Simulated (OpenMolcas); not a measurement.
**Lines of F⁴⁺: computed and rescaled rates**

* Program: OpenMolcas
* Method: CASSCF
* Basis: ANO-RCC-VQZP [5s4p3d2f1g]
* Scalar Hamiltonian: DKH2, point nucleus
* Active space: 3 electrons in 8 orbitals (2s 2p 3s 3p)
* State averaging: 2S+1 = 4 odd, 1 root; 2S+1 = 2 odd, 8 roots; 2S+1 = 4 even, 3 roots; 2S+1 = 2 even, 9 roots
* Spin-orbit coupling: RASSI with atomic mean-field integrals over the reference wave functions, term energies averaged over their components

Rates come from the transition moments of the reference wave functions (E1 and E2 in the length form). At fixed line strength A goes as λ^-3 for E1 and M1 and as λ^-5 for E2, so a rate at the computed wavelength can be rescaled to the measured one. Measured vacuum wavelengths follow from level energies in Moore, Atomic Energy Levels, vol. I, NSRDS-NBS 35 (1971 reprint of NBS Circular 467, 1949). Branching counts decays inside the model space alone, at computed energies, and the table is only a selection of the E1 lines, drawn from those between levels with measured partners whose computed energy lies within a factor of 1.5 of the measured one.

```json
{"Upper": "2s 2p2 2D 3/2", "Lower": "2s2 2p 2P* 3/2", "Type": "E1", "λ computed (nm)": "63.35", "λ measured (nm)": "65.72", "A computed (s-1)": "1.96e+08", "A rescaled (s-1)": "1.76e+08", "Branching %": "15.9"}
{"Upper": "2s 2p2 2D 5/2", "Lower": "2s2 2p 2P* 3/2", "Type": "E1", "λ computed (nm)": "63.35", "λ measured (nm)": "65.73", "A computed (s-1)": "1.21e+09", "A rescaled (s-1)": "1.08e+09", "Branching %": "100.0"}
{"Upper": "2s 2p2 2D 3/2", "Lower": "2s2 2p 2P* 1/2", "Type": "E1", "λ computed (nm)": "63.06", "λ measured (nm)": "65.4", "A computed (s-1)": "1.03e+09", "A rescaled (s-1)": "9.23e+08", "Branching %": "84.1"}
{"Upper": "2s 2p2 2S 1/2", "Lower": "2s2 2p 2P* 3/2", "Type": "E1", "λ computed (nm)": "50.27", "λ measured (nm)": "50.81", "A computed (s-1)": "3.65e+09", "A rescaled (s-1)": "3.53e+09", "Branching %": "64.8"}
{"Upper": "2s 2p2 2S 1/2", "Lower": "2s2 2p 2P* 1/2", "Type": "E1", "λ computed (nm)": "50.09", "λ measured (nm)": "50.62", "A computed (s-1)": "1.98e+09", "A rescaled (s-1)": "1.92e+09", "Branching %": "35.2"}
{"Upper": "2s 2p2 2P 1/2", "Lower": "2s2 2p 2P* 3/2", "Type": "E1", "λ computed (nm)": "44.45", "λ measured (nm)": "46.7", "A computed (s-1)": "3.49e+09", "A rescaled (s-1)": "3.01e+09", "Branching %": "34.4"}
{"Upper": "2s 2p2 2P 3/2", "Lower": "2s2 2p 2P* 3/2", "Type": "E1", "λ computed (nm)": "44.36", "λ measured (nm)": "46.6", "A computed (s-1)": "8.49e+09", "A rescaled (s-1)": "7.32e+09", "Branching %": "83.4"}
{"Upper": "2s 2p2 2P 1/2", "Lower": "2s2 2p 2P* 1/2", "Type": "E1", "λ computed (nm)": "44.31", "λ measured (nm)": "46.54", "A computed (s-1)": "6.67e+09", "A rescaled (s-1)": "5.76e+09", "Branching %": "65.6"}
{"Upper": "2s 2p2 2P 3/2", "Lower": "2s2 2p 2P* 1/2", "Type": "E1", "λ computed (nm)": "44.22", "λ measured (nm)": "46.44", "A computed (s-1)": "1.69e+09", "A rescaled (s-1)": "1.46e+09", "Branching %": "16.6"}
```

The largest correction is for 2s 2p2 2P 1/2 → 2s2 2p 2P* 3/2 (E1): 3.49e+09 × (44.45 / 46.7)^3 = 3.01e+09 s-1, a factor of 0.86.

The computed rate and branching of 2s 2p2 2D 5/2 → 2s2 2p 2P* 3/2 give the upper level a radiative lifetime of 1.000 / 1.21e+09 s-1 = 8.26e-10 s, counting decays inside the model space alone. The rescaled rate gives about 9.2e-10 s.

The computed order of these levels differs from the measured one in 1 place, and where term gaps are wrong the rates of spin-changing lines can be off by large factors.

No measured rate stands beside these. Rescaling mends the energy factor alone: line strengths can still be far off where a level mixes with configurations outside the active space, and weak or spin-changing lines hang on small mixing coefficients that depend on the term gaps too, so rescaling need not improve them.

Active for correlation alone: 3p 3s; no level in the range computed is led by a configuration that fills them, so any true level of that kind is missing. Measured partners are found by configuration, term and J. A level has none where our copy of the source lacks it or the pairing is in doubt (some pairs that miss far off the trend of their configuration count as doubtful). Only configurations of the active space appear.

* marks odd parity.
